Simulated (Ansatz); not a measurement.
Species: CH₄Si₂, SMILES `[SiH2]=C=[SiH2]` (charge 0, multiplicity 1).

Q: Give a relaxed geometry from B3LYP-D3(BJ)/def2-TZVP in Ansatz (an electronic-structure program).

A: the end point of this relaxation (outside a Z-matrix the atoms follow the SMILES, hydrogens last).
Cartesian coordinates (Å) in one orientation:
```xyz
7

Si     1.668    -0.148     0.031
C      0.000     0.000    -0.001
Si    -1.668     0.148    -0.032
H      2.383    -1.176     0.812
H      2.582     0.734    -0.721
H     -2.533    -0.544    -1.008
H     -2.432     0.987     0.912
```
